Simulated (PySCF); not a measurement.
bromine monochloride cation (BrCl), SMILES ClBr (connectivity only; charge and spin as stated), charge +1, multiplicity 2.

The structure is a stationary point at PBE-D3(BJ)/def2-TZVP. The multiplicity is an assumed one; other spin states were not compared.

Level of theory: PySCF with PBE-D3(BJ)/def2-TZVP.

Frequencies are harmonic and unscaled.

Computed vibrational spectrum:
```csv
mode,ν (cm⁻¹),IR (km/mol),moving atoms (share of kinetic energy)
1,487,0.0,"Cl 69 %, Br 31 %"
```
